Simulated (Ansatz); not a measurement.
Relaxed structures of B₂H₃Br, closed shell (PBE0-D4/def2-TZVP; forces vanish, vibrations not checked; lower isomers may exist, and structures with a doubtful reference or unclear bonds are left out; Å). Computed with Ansatz 0.2.0 (basis: def2-TZVPP); correlated methods freeze the cores. Filled d shells of the heavier atoms are correlated. The def2 sets are not built for correlating such inner shells, so the correlated values are less sure here.

(1) Rank them by CCSD(T) energy, lowest first, and give each one's height above the lowest. Links in brackets join atoms within 1.22 times the sum of their covalent radii (1.1 for two metals). (To be estimated.)
A.
B₂H₃Br ([BH2][B][BrH])
```
6
angstrom
B -0.1868 0.7177 -0.9501
B -0.1365 -0.6303 -0.1687
Br 0.1460 -1.7258 1.2718
H -1.2078 1.3423 -1.0191
H 0.7538 1.0753 -1.6021
H 0.6426 -1.0520 2.6313
```
B.
B₂H₃Br ([BH]1[BH][BrH]1)
```
6
angstrom
B 0.2246 0.1485 -0.4188
B 0.1201 -0.7279 0.7981
Br 1.3043 1.0593 1.2714
H 0.5327 2.1265 1.9812
H 0.2836 0.7845 -1.4100
H 0.0108 -1.4737 1.7049
```
C.
B₂H₃Br ([BH2][BH][Br])
```
6
angstrom
B -0.2506 0.0152 -0.8451
B 0.1721 -0.3014 0.7128
Br 0.6762 1.2808 1.6748
H -1.3763 0.2969 -1.1430
H 0.5639 0.0322 -1.7235
H 0.2147 -1.3237 1.3240
```

T1 diagnostic: at most 0.019. The restricted Hartree–Fock reference is unstable towards an unrestricted one at one or more of these structures.

## Answers

(1) Computed: C (0.000 eV), B (3.437 eV), A (4.053 eV). Heights count from the lowest.

For scale, one of the runs: CCSD(T)/def2-TZVPP, 152 basis functions, launched by `ansatz run in.yaml --threads 2 --pin off --events-out ev --progress --plain --max-ram 4352MiB`. Time: 35 s of wall clock on 2 CPU threads of an Intel Xeon Platinum 8259CL; the host was shared. Peak host memory: 1.1 GiB.
